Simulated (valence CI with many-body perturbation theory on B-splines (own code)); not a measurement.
**Mo¹¹⁺: fill in the table**

Level of theory: configuration interaction combined with many-body perturbation theory (CI+MBPT): three valence electrons over a frozen Dirac-Fock core [Ar] 3d10, radial functions for each j: 11 s, 11 p, 10 d, 8 f, 5 g, 2 h, with the one-electron correlation potential Σ1 (screened to all orders), the two-electron term Σ2, the three-electron term Σ3, Breit, model QED; selected single and double excitations, second order for the rest, scaled by the run's own slope (own B-spline code, finite nucleus).

No measured levels were compared; by estimate levels hold to about 250 cm⁻¹ or 0.2 % of their energy and the worst to 1 %, as in measured heavy ions of charge 2 to 7; those with d or f electrons hold less well.

| Level | E (cm⁻¹) |
| --- | --- |
| 4s2.4p 2P°_1/2 | 0 |
| 4s2.4p 2P°_3/2 | 28466 |
| 4s.4p2 4P_1/2 | 197590 |
| 4s.4p2 4P_3/2 | ? |
| 4s.4p2 4P_5/2 | 224040 |
| 4s.4p2 2D_3/2 | 262360 |
| 4s.4p2 2D_5/2 | ? |
| 4s.4p2 2P_1/2 | 297250 |
| 4s.4p2 2S_1/2 | ? |
| 4s.4p2 2P_3/2 | ? |
| 4s2.4d 2D_3/2 | ? |
| 4s2.4d 2D_5/2 | 428480 |
| 4p3 4S°_3/2 [a] | 493560 |
| 4p3 4S°_3/2 [b] | 507650 |
| 4p3 2D°_5/2 | 510140 |
| 4p3 2P°_1/2 | 546510 |
| 4p3 2P°_3/2 | 559800 |
| 4s.4p.4d 4F°_3/2 | 582620 |
| 4s.4p.4d 4F°_5/2 | 588530 |
| 4s.4p.4d 4F°_7/2 | ? |

Names give the largest LS component (configuration and term), which can be under half, so a name can repeat, a term be missing and a line seem to break the LS rules; names also repeat where a configuration has a term twice. Letters in brackets count levels of one name in rising energy.

**Question.** The levels stand in rising order. What does the calculation give for the missing energies?

**Answer.** 4s.4p2 4P_3/2 211370; 4s.4p2 2D_5/2 269110; 4s.4p2 2S_1/2 325720; 4s.4p2 2P_3/2 332280; 4s2.4d 2D_3/2 424180; 4s.4p.4d 4F°_7/2 597780.
